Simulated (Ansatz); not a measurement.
# Molecular dynamics of C3H9FSi

Input file:

```yaml
crystal:
  periodic: [false, false, false]
  atoms:
    - { symbol: Si, position_ang: [0.007572, -0.043316, -0.075393] }
    - { symbol: F, position_ang: [0.035888, -0.217632, 1.631308] }
    - { symbol: C, position_ang: [1.808484, 0.044407, -0.652979] }
    - { symbol: H, position_ang: [2.354014, -0.863757, -0.372788] }
    - { symbol: H, position_ang: [1.856499, 0.149121, -1.744308] }
    - { symbol: H, position_ang: [2.32263, 0.901918, -0.204472] }
    - { symbol: C, position_ang: [-0.931509, 1.556933, -0.452292] }
    - { symbol: H, position_ang: [-1.956531, 1.509378, -0.067608] }
    - { symbol: H, position_ang: [-0.435494, 2.41932, 0.007315] }
    - { symbol: H, position_ang: [-0.980029, 1.727397, -1.535288] }
    - { symbol: C, position_ang: [-0.881595, -1.562559, -0.772641] }
    - { symbol: H, position_ang: [-1.904567, -1.629713, -0.385082] }
    - { symbol: H, position_ang: [-0.933577, -1.507464, -1.867582] }
    - { symbol: H, position_ang: [-0.353985, -2.484132, -0.501589] }
basis:
  gaussian: { orbitals: "6-31G" }
hamiltonian:
  xc: r2scan
  dispersion: d4
md:
  timestep: 0.5
  n_steps: 150
  ensemble: nvt_nose_hoover
  temperature: 400.0
  initial_velocities: maxwell_boltzmann
  seed: 39361
  nose_hoover: { tau: 50.0, chain_length: 3 }
```

Run as:

```bash
$ ansatz run input.yaml --threads 1 --pin off --max-ram 2048MiB --backend cpu --events-out ev --progress --plain --runs-dir out
```

It starts from a relaxed structure.

Output, in part (one step line in 6, the closing report, with atoms numbered from 0):

```
md step     0: t =     0.00 fs  T =   400.0 K  F+E_penalty+E_count = -13848.58411611 eV  E_kin = 0.620448 eV  conserved = -13847.96366811 eV  (24 SCF iters)
md step     6: t =     3.00 fs  T =   264.2 K  F+E_penalty+E_count = -13848.37134467 eV  E_kin = 0.409768 eV  conserved = -13847.96171115 eV  (29 SCF iters)
md step    12: t =     6.00 fs  T =   201.8 K  F+E_penalty+E_count = -13848.27476443 eV  E_kin = 0.313073 eV  conserved = -13847.96268941 eV  (26 SCF iters)
md step    18: t =     9.00 fs  T =   185.4 K  F+E_penalty+E_count = -13848.24656380 eV  E_kin = 0.287502 eV  conserved = -13847.96171199 eV  (25 SCF iters)
md step    24: t =    12.00 fs  T =   256.1 K  F+E_penalty+E_count = -13848.35383433 eV  E_kin = 0.397227 eV  conserved = -13847.96298459 eV  (28 SCF iters)
md step    30: t =    15.00 fs  T =   189.9 K  F+E_penalty+E_count = -13848.24596929 eV  E_kin = 0.294500 eV  conserved = -13847.96205959 eV  (28 SCF iters)
md step    36: t =    18.00 fs  T =   168.7 K  F+E_penalty+E_count = -13848.20823942 eV  E_kin = 0.261625 eV  conserved = -13847.96212329 eV  (27 SCF iters)
md step    42: t =    21.00 fs  T =   242.9 K  F+E_penalty+E_count = -13848.31814753 eV  E_kin = 0.376749 eV  conserved = -13847.96291098 eV  (28 SCF iters)
md step    48: t =    24.00 fs  T =   239.4 K  F+E_penalty+E_count = -13848.30183953 eV  E_kin = 0.371290 eV  conserved = -13847.96220207 eV  (26 SCF iters)
md step    54: t =    27.00 fs  T =   186.1 K  F+E_penalty+E_count = -13848.21101800 eV  E_kin = 0.288694 eV  conserved = -13847.96275819 eV  (25 SCF iters)
md step    60: t =    30.00 fs  T =    81.9 K  F+E_penalty+E_count = -13848.04100944 eV  E_kin = 0.127108 eV  conserved = -13847.96113000 eV  (26 SCF iters)
md step    66: t =    33.00 fs  T =   167.4 K  F+E_penalty+E_count = -13848.16875870 eV  E_kin = 0.259698 eV  conserved = -13847.96312897 eV  (26 SCF iters)
md step    72: t =    36.00 fs  T =   150.9 K  F+E_penalty+E_count = -13848.13106786 eV  E_kin = 0.234053 eV  conserved = -13847.96163033 eV  (26 SCF iters)
md step    78: t =    39.00 fs  T =   190.2 K  F+E_penalty+E_count = -13848.18085422 eV  E_kin = 0.295054 eV  conserved = -13847.96294274 eV  (26 SCF iters)
md step    84: t =    42.00 fs  T =   152.5 K  F+E_penalty+E_count = -13848.10910667 eV  E_kin = 0.236622 eV  conserved = -13847.96143512 eV  (27 SCF iters)
md step    90: t =    45.00 fs  T =   232.2 K  F+E_penalty+E_count = -13848.21770712 eV  E_kin = 0.360112 eV  conserved = -13847.96238270 eV  (29 SCF iters)
md step    96: t =    48.00 fs  T =   265.4 K  F+E_penalty+E_count = -13848.25065387 eV  E_kin = 0.411680 eV  conserved = -13847.96189470 eV  (27 SCF iters)
md step   102: t =    51.00 fs  T =   293.4 K  F+E_penalty+E_count = -13848.27232355 eV  E_kin = 0.455030 eV  conserved = -13847.96218773 eV  (28 SCF iters)
md step   108: t =    54.00 fs  T =   269.8 K  F+E_penalty+E_count = -13848.21741192 eV  E_kin = 0.418428 eV  conserved = -13847.96224245 eV  (28 SCF iters)
md step   114: t =    57.00 fs  T =   221.0 K  F+E_penalty+E_count = -13848.12447914 eV  E_kin = 0.342730 eV  conserved = -13847.96126454 eV  (28 SCF iters)
md step   120: t =    60.00 fs  T =   286.1 K  F+E_penalty+E_count = -13848.21245944 eV  E_kin = 0.443745 eV  conserved = -13847.96218498 eV  (28 SCF iters)
md step   126: t =    63.00 fs  T =   326.0 K  F+E_penalty+E_count = -13848.25662318 eV  E_kin = 0.505707 eV  conserved = -13847.96145213 eV  (27 SCF iters)
md step   132: t =    66.00 fs  T =   357.4 K  F+E_penalty+E_count = -13848.28976591 eV  E_kin = 0.554306 eV  conserved = -13847.96247018 eV  (27 SCF iters)
md step   138: t =    69.00 fs  T =   299.8 K  F+E_penalty+E_count = -13848.18528881 eV  E_kin = 0.465016 eV  conserved = -13847.96088039 eV  (25 SCF iters)
md step   144: t =    72.00 fs  T =   400.1 K  F+E_penalty+E_count = -13848.32914653 eV  E_kin = 0.620643 eV  conserved = -13847.96253256 eV  (25 SCF iters)
md step   150: t =    75.00 fs  T =   368.5 K  F+E_penalty+E_count = -13848.26599682 eV  E_kin = 0.571533 eV  conserved = -13847.96164914 eV  (26 SCF iters)
Total energy: -13848.26600548 eV, -508.9143890096 hartree
Atom 0 at    -0.035925    -0.058993    -0.080132 Å, force    -0.278551     1.355371     0.316469 eV/Å
Atom 1 at     0.148455    -0.272754     1.634127 Å, force    -0.391321     0.139295    -0.446250 eV/Å
Atom 2 at     1.770802     0.085685    -0.567082 Å, force    -0.459057    -0.722147    -0.346871 eV/Å
Atom 3 at     2.225358    -0.849710    -0.267448 Å, force     0.440228    -0.405100     0.253528 eV/Å
Atom 4 at     1.977359     0.186540    -1.629861 Å, force    -0.064285     0.359503    -0.208638 eV/Å
Atom 5 at     2.204841     0.873764     0.016199 Å, force     0.509335     0.650615     0.191319 eV/Å
Atom 6 at    -0.961533     1.600193    -0.548279 Å, force     2.436629    -1.132990     0.724900 eV/Å
Atom 7 at    -1.806299     1.867656     0.019859 Å, force    -1.366137     0.131896     0.606177 eV/Å
Atom 8 at    -0.185712     2.342317    -0.368507 Å, force     0.081571     0.508252     0.056606 eV/Å
Atom 9 at    -1.120432     1.578355    -1.601937 Å, force    -0.547622    -0.016963    -1.020244 eV/Å
Atom 10 at    -0.898584    -1.548220    -0.766171 Å, force     0.058483     0.099384    -0.407677 eV/Å
Atom 11 at    -1.898747    -1.598659    -0.367058 Å, force    -0.519475    -0.323506     0.365743 eV/Å
Atom 12 at    -1.013964    -1.458390    -1.855214 Å, force     0.244779    -0.157722     0.049834 eV/Å
Atom 13 at    -0.313934    -2.422288    -0.495405 Å, force    -0.144576    -0.485886    -0.134895 eV/Å
Dipole moment:    -0.058491     0.035320    -0.562530 e Å
```

The run went to its last step. The conserved energy stayed within 0.2 meV per atom of its start (net change 0.14 meV per atom), so the integration is sound. The mean temperature of the second half is 31 % below the set value. A run of 0.075 ps of so small a system gives no equilibrium averages. Limits of this set-up: no polarisation functions.

The same pairs are bonded in the first frame and the last. Pairs count as bonded within 1.25 times the sum of covalent radii (0.12 Å more for H–H).

Last frame:

```xyz
14
Properties=species:S:1:pos:R:3
Si -0.036 -0.059 -0.080
F 0.148 -0.273 1.634
C 1.771 0.086 -0.567
H 2.225 -0.850 -0.267
H 1.977 0.186 -1.630
H 2.205 0.874 0.016
C -0.962 1.600 -0.548
H -1.806 1.868 0.020
H -0.186 2.342 -0.368
H -1.120 1.578 -1.602
C -0.899 -1.548 -0.766
H -1.899 -1.599 -0.367
H -1.014 -1.458 -1.855
H -0.314 -2.422 -0.495
```

The run took 15 min on 1 thread of Arm Neoverse V2 (shared host), peak memory 0.15 GiB.
